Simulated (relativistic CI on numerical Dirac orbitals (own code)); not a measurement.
## Hyperfine structure of Zn²¹⁺, mass number 67

Method of calculation: Dirac-Coulomb-Breit CI, separate exchange-only KLI orbitals for each configuration, a model potential for QED, unscaled Slater integrals (own radial code, finite nucleus).

CI space (outside the closed core 1s2): 2s2 2p5, 2s 2p6, 2p6 3s, 2p6 3p, 2p6 3d, 2s2 2p4 3s, 2s2 2p4 3p, 2s2 2p4 3d, 2s 2p5 3s, 2s 2p5 3p, 2s 2p5 3d, 2s2 2p4 4s, 2s2 2p4 4p, 2s2 2p4 4d, 2s2 2p4 4f, 2s 2p5 4s. Levels of other configurations are missing.

Nuclear spin I = 5/2, μ = 0.87485 μN, Q = 0.122 b (tables of Stone and Pyykkö). The electronic factors are computed for point nuclear moments, without core polarisation or the Bohr-Weisskopf and QED corrections.

```json
{"Level": "2s2 2p5 2P°_3/2", "E (eV)": "0.00", "A (GHz)": "14.88", "B (GHz)": "-9.4"}
{"Level": "2s2 2p5 2P°_1/2", "E (eV)": "24.39", "A (GHz)": "78.42", "B (GHz)": ""}
{"Level": "2s 2p6 2S_1/2", "E (eV)": "169.20", "A (GHz)": "257.2", "B (GHz)": ""}
{"Level": "2s2 2p4 3s 4P_5/2", "E (eV)": "1105.71", "A (GHz)": "24.56", "B (GHz)": "6.08"}
{"Level": "2s2 2p4 3s 2P_3/2", "E (eV)": "1109.90", "A (GHz)": "3.929", "B (GHz)": "1.96"}
{"Level": "2s2 2p4 3s 4P_1/2", "E (eV)": "1120.45", "A (GHz)": "56.39", "B (GHz)": ""}
{"Level": "2s2 2p4 3s 4P_3/2", "E (eV)": "1128.58", "A (GHz)": "20", "B (GHz)": "-3.94"}
{"Level": "2s2 2p4 3s 2P_1/2", "E (eV)": "1131.97", "A (GHz)": "-15.52", "B (GHz)": ""}
```

Levels with J = 0, under 50 % of one LS term, or S terms without an open s electron are left out. Small factors come from cancelling terms and can be off by tens of per cent or more.

At this charge energies of transitions that change n are usually good to better than 1 %, and those within a shell (Δn = 0) to a few per cent.

Task: Give the hyperfine levels of 2s2 2p5 2P°_1/2 relative to its centre of gravity.

Result: With K = F(F + 1) − I(I + 1) − J(J + 1), E = AK/2: F = 2: -137.2, F = 3: 98.02 GHz.

LS names give the leading component of a level, which can be under half, so a name can repeat, a term be missing and a line seem to break the LS rules.
